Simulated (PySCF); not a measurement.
CH₃N₂S, SMILES [NH]C(N)=S (connectivity only; charge and spin as stated), charge -1, multiplicity 1.

The structure is a stationary point at r2SCAN-D4/def2-SVPD. The spin state was assumed, not searched. The isomer is the one that the SMILES or the coordinates give; other isomers of the formula were not compared. Other conformers were not sampled.

These are HF/def2-TZVPD (PySCF) values and carry that method's errors.

The molecule is in vacuum.

Computed frontier levels, gap, dipole moment and polarisability:
The highest occupied level is -3.32 eV and the lowest empty level is 4.82 eV. The orbital gap is 8.14 eV and the dipole moment about the centre of nuclear charge comes out as 0.636 e·Å. The mean static polarisability comes out as 65.0 bohr³ (9.63 Å³). The polarisability, principal values comes out as 51.0, 67.0, 77.0 bohr³.
